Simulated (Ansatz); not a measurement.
Reactions of C$_{2}$H$_{5}$FSSi (`F[Si]1(S)CC1`).

Computed with Ansatz on PBE0-D4/def2-TZVP structures; ΔE is electronic, products minus reactants. CCSD(T)/CBS is the MP2 limit (def2-TZVPP, def2-QZVPP) plus CCSD(T) − MP2 in def2-TZVPP, frozen cores. This one scheme is used for every species, atoms too. Functionals use def2-TZVPP. B3LYP here is the variant with VWN-RPA as its local correlation; programs differ in this. Open shells (•) are unrestricted, without spin–orbit coupling. Spin–orbit coupling would lower the free atoms: a little for C, F, S, Si. For Br outer-core shells are correlated without core-valence functions, so the limit isn't a true one: a few kJ/mol of doubt a bond, and 10 to 20 or more in all where bonds break to atoms. Scalar relativity is left out up to krypton. Each species was taken in one conformer, which may not be the lowest.

```csv
reaction,MP2/CBS(def2) (kJ/mol),ωB97M-V (kJ/mol),B3LYP-D4 (kJ/mol),B2PLYP (kJ/mol),CCSD(T)/CBS(def2) (kJ/mol)
`F[Si]1(S)CC1` + H₂ → `F[SiH]1CC1` + H₂S,51,41,41,36,42
`F[Si]1(S)CC1` + H₂ → `S[SiH]1CC1` + H–F,107,110,110,109,104
`F[Si]1(S)CC1` → 2 C• + F• + 5 H• + S• + Si•,3868,3808,3769,3737,3790
`F[Si]1(S)CC1` + HBr → `F[Si]1(Br)CC1` + H₂S,-34,-31,-30,-31,-33
```

Largest T1 diagnostic: 0.012, for Si•.
